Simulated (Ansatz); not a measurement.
Isolated molecules relaxed with PBE0-D4/def2-TZVP in Ansatz; ΔE leaves out vibrations. CCSD(T)/CBS adds triple-zeta CCSD(T) − MP2 to the extrapolated MP2 energy (def2 sets, frozen cores). This one scheme is used for every species, atoms too. Functionals use def2-TZVPP. No spin–orbit coupling; open shells (•) take unrestricted orbitals. Spin–orbit coupling would lower the free atoms: a little for C, Cl, O; clearly for Ge. For Ge outer-core shells are correlated without core-valence functions, so the limit isn't a true one: a few kJ/mol of doubt a bond, and 10 to 20 or more in all where bonds break to atoms. Scalar relativity is left out up to krypton. One conformer a species, not always the lowest.

Consider the atomization: `[CH3][Ge]([NH2])([OH])[Cl]` → C• + Cl• + Ge• + 6 H• + N• + O•.

```tsv
level	ΔE (kcal/mol)
ωB97M-V	928.5
CCSD/CBS(def2)	916.3
```

**Question.** What does CCSD(T)/CBS give? (An estimate is asked.)

**Answer.** Computed: +931.4 kcal/mol. The listed levels differ from it by -2.9, -15.1 kcal/mol.

Largest T1 diagnostic among the species: 0.010.

From PBE to PBE0 (25 % exact exchange), in def2-TZVPP and without D4, ΔE moves by −17.1 kcal/mol: exact exchange takes away binding that semilocal exchange gives to molecules. The D4 term adds +9.5 kcal/mol with B3LYP and +5.1 kcal/mol with PBE0; it sums over pairs of atoms, weighted by their polarisabilities, and B3LYP, whose exchange is more repulsive, gets the larger term.

B3LYP here is the variant with VWN-RPA as its local correlation; programs differ in this.

For atomizations the MP2-based limit and the directly extrapolated one differ by several kJ/mol either way, and by 10 to 25 for some Ge, Se and Sn compounds, so smaller differences from it don't rank the levels.
